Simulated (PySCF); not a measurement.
Computed with B3LYP-D3(BJ)/def2-TZVP // PBE0-D4/def2-TZVP run with PySCF. Gas-phase values, no solvent. One relaxed conformer stands for a flexible species; it need not be the lowest. B3LYP has the VWN-RPA correlation part, as in Gaussian. Excitations are Tamm–Dancoff values on a coarser integration grid. The basis has no diffuse functions, so Rydberg states are missing or too high.

Reference species (SMILES): `C[Si@H]([SiH3])N` (neutral, multiplicity 1).

| Item | Result |
|---|---|
| HOMO | -6.90 eV |
| S1–T1 gap (TDA) | 0.43 eV |
| S1 oscillator strength | 0.016 |

Changed species: `N[SiH2][SiH2]C`.

Q: Predict the effect on the HOMO, S1–T1 gap (TDA) and S1 oscillator strength.

A: the HOMO falls by 0.08 eV, to -6.98 eV; the S1–T1 gap (TDA) decreases by 0.02 eV, to 0.41 eV; the S1 oscillator strength falls by 0.011, to 0.005.
